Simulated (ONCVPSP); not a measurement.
**silver: one change to an ONCV potential, before and after**

```
Element                 : silver
Generator               : ONCVPSP 4.0.1
Type                    : optimised norm-conserving Vanderbilt (ONCV)
Functional              : PBE
Relativity              : scalar-relativistic
Frozen core             : [Ar] 3d10
Valence charge          : 19
Reference configuration : 4s2 4p6 4d9 5s2
Partial waves           : 4s+5s: rc 1.70 bohr, ncon 3, nbas 7, qcut 7.8 1/bohr, 2 projectors; 4p: rc 1.45 bohr, ncon 5, nbas 9, qcut 12 1/bohr, 2 projectors, debl 1.8 Ha; 4d: rc 1.45 bohr, ncon 3, nbas 7, qcut 9 1/bohr, local
Local potential         : the d channel
Core correction         : Teter function, fcfact 1.75, rcfact 1.7
```

In the p channel the program set the typed energies aside and used -2.299, 0.250 Ha.

All-electron outer shells of the reference configuration (PBE, scalar-relativistic, ld1.x):

```tsv
shell	level (eV)	outermost node (bohr)	outermost maximum (bohr)
3d	-362.96	–	0.27
4s	-99.20	0.44	0.82
4p	-62.55	0.44	0.87
4d	-10.71	0.43	1.03
5s	-5.55	1.10	2.40
```

Change: s: qcut 10.4.

Cutoffs: the cutoffs (Ha) at which the residual kinetic energy of the hardest occupied pseudo-wave falls to 1 and 0.1 mHa per electron; they do not see the model core or the augmentation charge, which bear on the density cutoff. Errors are all-electron minus pseudo energies relative to the spin-unpolarised reference configuration.

How do hardness, ghosts and transferability respond?

The potential gets neither clearly harder nor softer (46 Ha and 55 Ha → 46 Ha and 55 Ha); both files keep a bound ghost (p); of the 4 tests that both files solve, the error grows in 0 and shrinks in 3 by more than 15 % and 0.3 meV (median size 7.3 → 5.7 meV).

```csv
quantity,base,changed
"cutoff, loose",46 Ha,46 Ha
"cutoff, tight",55 Ha,55 Ha
loose cutoff by channel,"s 18 Ha, p 46 Ha, d 30 Ha","s 29 Ha, p 46 Ha, d 30 Ha"
bound ghosts,p,p
GHOST(+) flags under 300 eV,none,none
"error for 4s2 4p6 4d10 5s1, meV [ΔE -4.08 eV]",-3.9,-2.9
"error for 4s2 4p6 4d10 5s0, meV [ΔE 3.68 eV]",-8.4,-5.7
"error for 4s2 4p6 4d9 5s0, meV [ΔE 25.79 eV]",-9.1,-6.6
"error for 4s2 4p6 4d9 5s1 5p1, meV [ΔE 4.50 eV]",-6.1,-5.8
s: phases at 1.72 bohr within 0.05 rad from the reference energy up to (Ha; the scan ends near 5),to the end of the scan,to the end of the scan
p: phases at 1.47 bohr within 0.05 rad from the reference energy up to (Ha; the scan ends near 5),-1.2,-1.2
d: phases at 1.47 bohr within 0.05 rad from the reference energy up to (Ha; the scan ends near 5),4.0,4.0
"rms error of d²Exc/dni dnj with the model core, mHa",1.77,1.41
```

 A true bound ghost makes a file unfit for plane-wave use even where its test errors are small: the radial tests pick states by their node count and pass the ghost by.
